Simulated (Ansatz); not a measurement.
AlH$_{6}$OPSi at its PBE0-D4/def2-TZVP geometry, where that method's forces vanish. Total charge 0; spin multiplicity 1. The bonds changed during the relaxation, so this is another structure than the one it started from.

```xyz
10

Al   -0.5947    1.8726    1.3451
O    -0.0986    1.3440   -0.2683
P     0.6681    0.0161    0.2934
Si    0.0306   -1.6659   -1.0712
H    -2.0435    1.4602    1.8191
H     0.3385    2.9169    2.0752
H     2.0077    0.1497   -0.1649
H     0.2076   -1.2847   -2.4956
H     0.8791   -2.8400   -0.7374
H    -1.3948   -1.9689   -0.7954
```

**Question.** What forces (eV/Å) does PBE-D4/def2-TZVPP give on these atoms in Ansatz 0.2.0? (Estimate.)

**Answer.** Computed: 
```
Al1 -0.064  0.045  0.300
O2  -0.183  0.409 -0.606
P3   0.083 -0.394  0.418
Si4  0.028  0.009  0.002
H5  -0.112 -0.027  0.031
H6   0.070  0.082  0.047
H7   0.232  0.009 -0.086
H8   0.011  0.030 -0.165
H9   0.085 -0.130  0.030
H10 -0.151 -0.032  0.029
```
